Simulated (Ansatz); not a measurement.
## Nudged elastic band run: C$_{2}$H$_{6}$BNa

Input file:

```yaml
crystal:
  periodic: [false, false, false]
  atoms:
    - { symbol: C, position_ang: [-0.367287, 1.207123, -0.544712] }
    - { symbol: B, position_ang: [-0.326495, -0.344629, -0.267125] }
    - { symbol: C, position_ang: [0.846252, -0.871252, 0.64643] }
    - { symbol: Na, position_ang: [-2.229124, -1.890612, -1.031183] }
    - { symbol: H, position_ang: [0.620104, 1.712727, -0.50878] }
    - { symbol: H, position_ang: [-0.955299, 1.607012, 0.31065] }
    - { symbol: H, position_ang: [-0.910369, 1.534632, -1.444506] }
    - { symbol: H, position_ang: [1.106219, -1.936962, 0.557016] }
    - { symbol: H, position_ang: [0.442416, -0.754541, 1.67623] }
    - { symbol: H, position_ang: [1.773583, -0.263507, 0.60597] }
basis:
  gaussian: { orbitals: def2-SVP }
hamiltonian:
  xc: r2scan
  dispersion: d4
neb:
  order_check: false
  images: 5
  f_tol: 0.05
  max_iterations: 60
  final_atoms:
    - { symbol: C, position_ang: [-0.31889094, 1.35742123, -0.27791535] }
    - { symbol: B, position_ang: [-0.23009587, -0.10138708, 0.35296686] }
    - { symbol: C, position_ang: [0.91511961, -1.02880639, 0.26339904] }
    - { symbol: Na, position_ang: [-0.92198576, -2.26185496, -0.68813802] }
    - { symbol: H, position_ang: [0.58807679, 1.63555056, -0.84102922] }
    - { symbol: H, position_ang: [-0.44792293, 2.10735712, 0.52507523] }
    - { symbol: H, position_ang: [-1.18880403, 1.5001353, -0.94571105] }
    - { symbol: H, position_ang: [0.99775976, -1.94116739, 0.88467573] }
    - { symbol: H, position_ang: [-1.268532, -0.51630094, 0.92161046] }
    - { symbol: H, position_ang: [1.87527538, -0.75095644, -0.19494367] }
  initial_path:
    images:
      - { positions_ang: [[-0.367287, 1.207123, -0.544712], [-0.326495, -0.344629, -0.267125], [0.846252, -0.871252, 0.64643], [-2.229124, -1.890612, -1.031183], [0.620104, 1.712727, -0.50878], [-0.955299, 1.607012, 0.31065], [-0.910369, 1.534632, -1.444506], [1.106219, -1.936962, 0.557016], [0.442416, -0.754541, 1.67623], [1.773583, -0.263507, 0.60597]] }
      - { positions_ang: [[-0.36801277, 1.2053482, -0.50933404], [-0.31806681, -0.35439058, -0.24125768], [0.88370127, -0.81546399, 0.67554865], [-2.08654246, -1.90206202, -1.03355125], [0.59976573, 1.65812846, -0.63918164], [-0.78445202, 1.64722049, 0.37950769], [-1.00290224, 1.5452078, -1.31736397], [1.11167642, -1.87605329, 0.69806253], [0.15738036, -0.81816766, 1.49696104], [1.80745251, -0.28977641, 0.49059867]] }
      - { positions_ang: [[-0.36873854, 1.20357339, -0.47395609], [-0.30963862, -0.36415216, -0.21539036], [0.92115054, -0.75967599, 0.70466731], [-1.94396092, -1.91351205, -1.03591949], [0.57942746, 1.60352992, -0.76958328], [-0.61360503, 1.68742898, 0.44836538], [-1.09543548, 1.5557836, -1.19022195], [1.11713385, -1.81514458, 0.83910906], [-0.12765527, -0.88179432, 1.31769209], [1.84132201, -0.31604581, 0.37522734]] }
      - { positions_ang: [[-0.36946431, 1.20179859, -0.43857813], [-0.30121043, -0.37391374, -0.18952303], [0.95859982, -0.70388798, 0.73378596], [-1.80137938, -1.92496207, -1.03828774], [0.55908919, 1.54893139, -0.89998492], [-0.44275805, 1.72763748, 0.51722306], [-1.18796871, 1.5663594, -1.06307992], [1.12259127, -1.75423587, 0.98015559], [-0.41269091, -0.94542098, 1.13842313], [1.87519152, -0.34231522, 0.25985601]] }
      - { positions_ang: [[-0.35260652, 1.2536728, -0.38502387], [-0.27750557, -0.28307152, -0.00869307], [0.94410642, -0.81219412, 0.57699032], [-1.50824818, -2.0372597, -0.92157116], [0.56875172, 1.57780444, -0.88033302], [-0.44447968, 1.85421069, 0.51984045], [-1.18824715, 1.5442847, -1.02395696], [1.08098077, -1.81654637, 0.94832897], [-0.69797127, -0.80238097, 1.06615224], [1.87521947, -0.47852896, 0.10825611]] }
      - { positions_ang: [[-0.33574873, 1.30554701, -0.33146961], [-0.25380072, -0.1922293, 0.17213689], [0.92961301, -0.92050026, 0.42019468], [-1.21511697, -2.14955733, -0.80485459], [0.57841425, 1.6066775, -0.86068112], [-0.44620131, 1.98078391, 0.52245784], [-1.18852559, 1.52221, -0.98483401], [1.03937026, -1.87885688, 0.91650235], [-0.98325164, -0.65934095, 0.99388135], [1.87524743, -0.6147427, -0.04334378]] }
      - { positions_ang: [[-0.31889094, 1.35742123, -0.27791535], [-0.23009587, -0.10138708, 0.35296686], [0.91511961, -1.02880639, 0.26339904], [-0.92198576, -2.26185496, -0.68813802], [0.58807679, 1.63555056, -0.84102922], [-0.44792293, 2.10735712, 0.52507523], [-1.18880403, 1.5001353, -0.94571105], [0.99775976, -1.94116739, 0.88467573], [-1.268532, -0.51630094, 0.92161046], [1.87527538, -0.75095644, -0.19494367]] }
```

Run as:

```bash
$ ansatz run input.yaml --threads 2 --pin off --max-ram 3072MiB --backend cpu --events-out ev --progress --plain --runs-dir out
```

Output, in part (warnings, iteration lines, the closing report on the highest movable image, with atoms numbered from 0):

```
NEB end point (image 0): max|allowed force component| = 1.552e-2 eV/Å (the criterion of neb.relax_end_points is 1.000e-2)
NEB end point (image 6): max|allowed force component| = 7.522e-3 eV/Å (the criterion of neb.relax_end_points is 1.000e-2)
NEB iter   1: max|band force component| = 3.579e0 eV/Å  barrier→ = 2.3473 eV  barrier← = 3.7028 eV  Δτ_max = 0.2000 Å  (201 SCF iters)
NEB iter   2: max|band force component| = 2.951e0 eV/Å  barrier→ = 1.3412 eV  barrier← = 2.6967 eV  Δτ_max = 0.2000 Å  (167 SCF iters)
NEB iter   3: max|band force component| = 8.193e-1 eV/Å  barrier→ = 0.9359 eV  barrier← = 2.2914 eV  Δτ_max = 0.1235 Å  (151 SCF iters)
NEB iter   4: max|band force component| = 6.348e-1 eV/Å  barrier→ = 0.8543 eV  barrier← = 2.2097 eV  Δτ_max = 0.1067 Å  (152 SCF iters)
NEB iter   5: max|band force component| = 9.070e-1 eV/Å  barrier→ = 0.7583 eV  barrier← = 2.1138 eV  CI = image 3  Δτ_max = 0.1381 Å  (152 SCF iters)
NEB iter   6: max|band force component| = 6.700e-1 eV/Å  barrier→ = 0.9184 eV  barrier← = 2.2739 eV  CI = image 3  Δτ_max = 0.1059 Å  (159 SCF iters)
NEB iter   7: max|band force component| = 2.584e-1 eV/Å  barrier→ = 0.8921 eV  barrier← = 2.2476 eV  CI = image 3  Δτ_max = 0.0573 Å  (155 SCF iters)
NEB iter   8: max|band force component| = 6.916e-2 eV/Å  barrier→ = 0.8855 eV  barrier← = 2.2410 eV  CI = image 3  Δτ_max = 0.1023 Å  (155 SCF iters)
NEB iter   9: max|band force component| = 1.085e-1 eV/Å  barrier→ = 0.8825 eV  barrier← = 2.2380 eV  CI = image 3  Δτ_max = 0.0511 Å  (152 SCF iters)
NEB iter  10: max|band force component| = 8.831e-2 eV/Å  barrier→ = 0.8811 eV  barrier← = 2.2366 eV  CI = image 3  Δτ_max = 0.0510 Å  (154 SCF iters)
NEB iter  11: max|band force component| = 6.145e-2 eV/Å  barrier→ = 0.8790 eV  barrier← = 2.2345 eV  CI = image 3  Δτ_max = 0.0512 Å  (154 SCF iters)
NEB iter  12: max|band force component| = 4.606e-2 eV/Å  barrier→ = 0.8768 eV  barrier← = 2.2323 eV  CI = image 3  Δτ_max = 0.0510 Å  (151 SCF iters)
NEB iter  13: max|band force component| = 1.310e-1 eV/Å  barrier→ = 0.8747 eV  barrier← = 2.2302 eV  CI = image 3  Δτ_max = 0.0512 Å  (31 SCF iters)
NEB iter  14: max|band force component| = 1.613e-1 eV/Å  barrier→ = 0.8729 eV  barrier← = 2.2284 eV  CI = image 3  Δτ_max = 0.1019 Å  (151 SCF iters)
NEB iter  15: max|band force component| = 2.183e-1 eV/Å  barrier→ = 0.8702 eV  barrier← = 2.2257 eV  CI = image 3  Δτ_max = 0.0511 Å  (150 SCF iters)
NEB iter  16: max|band force component| = 2.368e-1 eV/Å  barrier→ = 0.8689 eV  barrier← = 2.2244 eV  CI = image 3  Δτ_max = 0.0510 Å  (153 SCF iters)
NEB iter  17: max|band force component| = 2.521e-1 eV/Å  barrier→ = 0.8680 eV  barrier← = 2.2235 eV  CI = image 3  Δτ_max = 0.0509 Å  (152 SCF iters)
NEB iter  18: max|band force component| = 2.147e-1 eV/Å  barrier→ = 0.8675 eV  barrier← = 2.2229 eV  CI = image 3  Δτ_max = 0.0887 Å  (152 SCF iters)
NEB iter  19: max|band force component| = 4.758e-2 eV/Å  barrier→ = 0.8673 eV  barrier← = 2.2227 eV  CI = image 3  Δτ_max = 0.0000 Å  (303 SCF iters)
Total energy: -7255.74204509 eV, -266.6436020386 hartree
Atom 0 at    -0.370225     1.242698    -0.433384 Å, force    -0.000540    -0.007833     0.009178 eV/Å
Atom 1 at    -0.212883    -0.315076    -0.135860 Å, force    -0.002701     0.001965    -0.001610 eV/Å
Atom 2 at     1.058348    -0.893306     0.369174 Å, force     0.003835     0.000188    -0.008487 eV/Å
Atom 3 at    -2.145168    -1.895375    -0.541922 Å, force    -0.000192     0.000262     0.000311 eV/Å
Atom 4 at     0.597447     1.782209    -0.385866 Å, force    -0.000762     0.002813    -0.000047 eV/Å
Atom 5 at    -1.060135     1.725781     0.281167 Å, force     0.000236     0.003605    -0.002918 eV/Å
Atom 6 at    -0.796204     1.438105    -1.432263 Å, force     0.001910    -0.000840    -0.002174 eV/Å
Atom 7 at     1.199689    -1.945104     0.649485 Å, force    -0.003129     0.001030     0.003259 eV/Å
Atom 8 at    -0.239278    -0.860136     1.079967 Å, force     0.002482    -0.001649     0.000511 eV/Å
Atom 9 at     1.968408    -0.279806     0.549493 Å, force    -0.001138     0.000459     0.001977 eV/Å
Dipole moment:    -0.813873    -0.701332    -0.130585 e Å
```

It converged. The band force fell under the threshold earlier too, but the program's further tests of the path sent the band on. Neighbouring images differ by up to 1.5 eV, so the band resolves the path poorly. A vibrational analysis at the climbing image gives one clearly imaginary mode, 1199i cm⁻¹: a first-order saddle point. The orbitals stay closed-shell, which can raise the energy where a bond breaks towards radicals; this wasn't checked here.

Final band (atoms are numbered from 1 in the order of the input):

```csv
image,path coordinate (Å),energy (eV),C3–H9 (Å),B2–H9 (Å),C3–Na4 (Å)
0,0.00,0.00,1.11,2.13,3.65
1,0.45,0.05,1.12,1.97,3.53
2,0.90,0.36,1.17,1.60,3.47
3,1.34,0.87,1.48,1.33,3.48
4,2.31,-0.60,2.16,1.25,3.29
5,3.28,-1.24,2.32,1.26,2.61
6,4.25,-1.36,2.34,1.25,2.41
```

The run took 4.3 min on 2 threads of Arm Neoverse V2, with other jobs on the host, peak memory 0.15 GiB.
